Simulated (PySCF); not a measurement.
CsC, MP2: how much the basis matters

PySCF, UHF reference; quartet, unpaired electrons σ ↑, π ↑↑; De to Cs + C without counterpoise correction. Frozen cores follow the default of each basis and core potential.

```csv
basis,relativity,functions,Re (Å),ωe (cm⁻¹),De (eV),frozen orbitals
def2-SVPD,scalar-relativistic core potentials,47,2.869,313,2.03,1
def2-TZVP,scalar-relativistic core potentials,60,2.783,302,2.10,1
x2c-TZVPPall,spin-free X2C,116,2.691,310,2.30,19
```

How does each smaller set differ from the one with most functions, x2c-TZVPPall?

def2-SVPD: +17.8 pm, +1.0 % in ωe, -0.27 eV in De; def2-TZVP: +9.2 pm, -2.6 % in ωe, -0.20 eV in De. All at MP2; the set with most functions is neither the basis-set limit nor always the best. The rows treat relativity differently, so the differences are not basis effects alone.

Correlated steps freeze the inner cores (1 to 19 orbitals); shallow outer-core shells are correlated. Correlated levels converge slowly with the basis: in double zeta they bind strong bonds too weakly, by up to about 1 eV, and carry superposition errors of some tenths. Spin–orbit coupling is left out, which matters for elements this heavy, above all for dissociation energies. The state was picked by a PBE0 search and need not be the measured ground state.
